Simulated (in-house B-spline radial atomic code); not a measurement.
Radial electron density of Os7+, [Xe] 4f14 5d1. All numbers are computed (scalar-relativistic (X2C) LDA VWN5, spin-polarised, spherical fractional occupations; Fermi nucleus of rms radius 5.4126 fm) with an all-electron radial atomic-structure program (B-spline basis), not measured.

One-electron X2C: radii and densities carry no picture-change correction, so inner-shell <1/r> comes out high (for 1s by about 2 % at Z = 33, 5 % at 54, 10 % at 75, 30 % at 118) and <r> low.

Columns: r (bohr), 4πr²n(r) (electrons per bohr), bar.

```
0.000324    3.071 #
  0.0004    4.119 #
0.000492    5.477 ##
0.000607    7.285 ##
0.000748    9.635 ###
0.000922    12.69 ####
 0.00114    16.68 #####
  0.0014    21.58 #######
 0.00172     27.7 #########
 0.00213    35.52 ###########
 0.00262    44.59 ##############
 0.00323    55.22 ##################
 0.00398    66.97 #####################
  0.0049    79.18 #########################
 0.00604    90.93 #############################
 0.00745    100.7 ################################
 0.00918    106.8 ##################################
  0.0113      108 ##################################
  0.0139    104.3 #################################
  0.0172    97.55 ###############################
  0.0212    92.32 #############################
  0.0261    93.94 ##############################
  0.0321    105.4 #################################
  0.0396    123.8 #######################################
  0.0488    138.6 ############################################
  0.0601    138.6 ############################################
  0.0741    123.5 #######################################
  0.0913    109.1 ###################################
   0.113    112.7 ####################################
   0.139      127 ########################################
   0.171    124.6 ########################################
   0.211    96.03 ##############################
    0.26    70.52 ######################
    0.32    71.87 #######################
   0.394    81.08 ##########################
   0.486    70.75 ######################
   0.599    46.54 ###############
   0.738    28.14 #########
   0.909    19.24 ######
    1.12    13.04 ####
    1.38    6.882 ##
     1.7    2.524 #
     2.1   0.6002 
    2.58  0.09633 
    3.18  0.00931 
    3.92 0.0004918 
    4.84 1.117e-05
```

On this grid the curve has 4 maxima, near 0.0113, 0.0601, 0.139, 0.394 bohr.

The 5p down radial function P(r) = rR(r), positive near the nucleus:

```tsv
r (bohr)	P
0.000607	0.001428
0.000922	0.002609
0.0014	0.004849
0.00213	0.009166
0.00323	0.01735
0.0049	0.03277
0.00745	0.06095
0.0113	0.1086
0.0172	0.1805
0.0261	0.2617
0.0396	0.2947
0.0601	0.1702
0.0913	-0.159
0.139	-0.4119
0.211	-0.07684
0.32	0.5533
0.486	0.2781
0.738	-0.7726
1.12	-1.089
1.7	-0.5093
2.58	-0.07766
3.92	-0.002501
```
